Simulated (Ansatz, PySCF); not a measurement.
Gas-phase reaction in SMILES: O[S] → [O]S
Structures are relaxed separately at B3LYP-D3(BJ)/def2-TZVP in Ansatz (a program for electronic structure).

Quantity: isomerisation energy (electronic energy difference), in kJ/mol. Cores are frozen in the correlated levels unless marked. Open shells are spin-unrestricted. No spin-orbit coupling. Non-relativistic. CBS(X,Y): correlation extrapolated as X^-3; Hartree-Fock from the larger set.

CCSD(T)/CBS(def2-TZVPPD,def2-QZVPPD) (Ansatz) gives -5.6 kJ/mol.

Q: Another calculation gave -21.4 kJ/mol. Which level was it?
(A) CAM-B3LYP/def2-TZVPD (Ansatz)
(B) BP86/def2-TZVPD (PySCF)
(C) M06-L/def2-TZVPD (PySCF)
(D) HF/def2-TZVPD (PySCF)

A: B, BP86/def2-TZVPD (PySCF). The others give -8.5 (CAM-B3LYP), -35.2 (M06-L), 6.0 (HF) kJ/mol.
